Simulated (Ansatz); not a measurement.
The cluster TeAs2⁺, relaxed as a doublet with UKS PBE-D4/def2-TZVP in Ansatz, starting from the GFN2-xTB geometry. Force threshold 0.02 eV/Å.

In the def2 sets Te takes a core potential; there is no spin–orbit coupling. The structure comes from a short search, and lower isomers may exist.

Start:

```xyz
3

As    1.1603   -0.2292    0.6797
As    0.0906    1.0705   -0.8395
Te   -1.2509   -0.8413    0.1599
```

Estimate the energy that the relaxation releases and the steps that it takes.

0.03 eV, in 4 steps; 13 s on 2 threads of Arm Neoverse V1 on a shared host. No frequencies were taken in this run, so the end may be a saddle point.

Does the start keep its bonding and symmetry?

By distances, no bond broke or formed. The bond that changes most is As2–Te3, from 2.54 to 2.59 Å (atoms count from 1). Point group C2v at the start, C2v at the end, both within 0.05 Å.

Predict the relaxed structure.


```xyz
3

As    1.181   -0.231    0.690
As    0.095    1.089   -0.853
Te   -1.275   -0.858    0.163
```
Bond lengths: 2 × As–Te 2.59 Å; 1 × As–As 2.30 Å.
